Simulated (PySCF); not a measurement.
A side-by-side comparison of computed properties.

First species: C6H4F3N.
SMILES: `C[C@H](C#CC#N)C(F)(F)F`

Second species: C5H9F.
SMILES: `C/C=C(\F)CC`

Levels: CAM-B3LYP/def2-SVPD for dipole moment, HOMO energy, LUMO energy, HOMO–LUMO gap, static isotropic polarisability and electronic spatial extent ⟨r²⟩ about the centre of nuclear charge; TDDFT CAM-B3LYP/def2-SVPD for lowest singlet excitation; TDA CAM-B3LYP/def2-SVPD for lowest triplet excitation (Tamm–Dancoff); GFN2-xTB for rotational constant A and rotational constant C. Geometries: GFN2-xTB. Each structure is a single optimised conformer of the isolated species, non-relativistic unless stated; the electronic structure was computed with PySCF and density fitting.

The conformers computed, where there is a choice (atom-mapped SMILES and torsion angles):
- `[CH3:1][C@H:2]([C:3]#[C:4][C:5]#[N:6])[C:7]([F:8])([F:9])[F:10]`: C1–C2–C7–F8 -178°
- `[CH3:1]/[CH:2]=[C:3](\[F:4])[CH2:5][CH3:6]`: C2–C3–C5–C6 108°

Values for the first species:

- Dipole moment: 4.55 D
- HOMO energy: -10.14 eV
- LUMO energy: -0.51 eV
- HOMO–LUMO gap: 9.63 eV
- Lowest singlet excitation: 5.19 eV
- Lowest triplet excitation (Tamm–Dancoff): 4.27 eV
- Static isotropic polarisability: 79.8 au
- Electronic spatial extent ⟨r²⟩ about the centre of nuclear charge: 1748 bohr²
- Rotational constant A: 2.715 GHz
- Rotational constant C: 0.603 GHz

(1) Estimate the same properties for the second species, and the change in each.

Answers

(1) 
```csv
property,first,second,second less first
dipole moment,4.55 D,1.55 D,-3.00 D
HOMO energy,-10.14 eV,-8.29 eV,+1.85 eV
LUMO energy,-0.51 eV,1.28 eV,+1.79 eV
HOMO–LUMO gap,9.63 eV,9.57 eV,-0.06 eV
lowest singlet excitation,5.19 eV,6.56 eV,+1.37 eV
lowest triplet excitation (Tamm–Dancoff),4.27 eV,4.47 eV,+0.20 eV
static isotropic polarisability,79.8 au,63.5 au,-16.3 au
electronic spatial extent ⟨r²⟩ about the centre of nuclear charge,1748 bohr²,726 bohr²,-1022 bohr²
rotational constant A,2.715 GHz,6.951 GHz,+4.236 GHz
rotational constant C,0.603 GHz,1.821 GHz,+1.218 GHz
```

On the first: The 8 singlets span 5.19 to 8.19 eV, and their oscillator strengths add up to 0.08. S1 lies 4.44 eV below the HOMO–LUMO gap; its leading configuration is HOMO→LUMO, weight 0.79.

On the second: The vertical singlet–triplet gap S1 − T1 is 2.09 eV (TDDFT singlet less Tamm–Dancoff triplet; S1: HOMO→LUMO, weight 0.82; T1: HOMO→LUMO+1, weight 0.42, beside HOMO→LUMO+2, weight 0.36). The 8 singlets span 6.56 to 8.93 eV, and their oscillator strengths add up to 0.64.
